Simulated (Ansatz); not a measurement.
System: bis(ethenyl)-methylborane, C5H9B, charge 0, multiplicity 1. 
Structure (B3LYP-D3(BJ)/def2-TZVP (Ansatz, a quantum-chemistry and plane-wave program) minimum search):
SMILES: C=CB(C)C=C
```xyz
15

C      1.9667     1.3363    -0.1027
C      0.6723     1.0514     0.0733
B      0.0628    -0.3710    -0.0787
C      0.9294    -1.6255    -0.4599
C     -1.4627    -0.6001     0.1481
C     -2.3450     0.3495     0.4765
H      2.3628     2.3401     0.0106
H      2.6878     0.5720    -0.3689
H      0.0301     1.8885     0.3389
H      1.9933    -1.4485    -0.6150
H      0.8253    -2.3937     0.3156
H      0.5284    -2.0863    -1.3705
H     -1.8570    -1.6094     0.0335
H     -3.3993     0.1395     0.6239
H     -2.0495     1.3835     0.6130
```

Parts of the frozen-core correlation energy in cc-pwCVTZ (Ansatz, hartree). Frozen orbitals: 6; correlated occupied orbitals by spin: 16 and 16; virtual: 362 and 362. No spin-orbit coupling. No relativistic terms. The restricted reference is unstable.

```
term                            value
-------------------------  ----------
reference (HF)             -219.31359
MP2 opposite-spin                 [?]
MP2 same-spin                     [?]
CCSD correlation             -0.98571
(T)                               [?]
T1 diagnostic                   0.011
largest doubles amplitude       0.057
```

Task: Complete the blanks.

Result: 
- MP2 opposite-spin, value: -0.72365
- MP2 same-spin, value: -0.20852
- (T), value: -0.04543
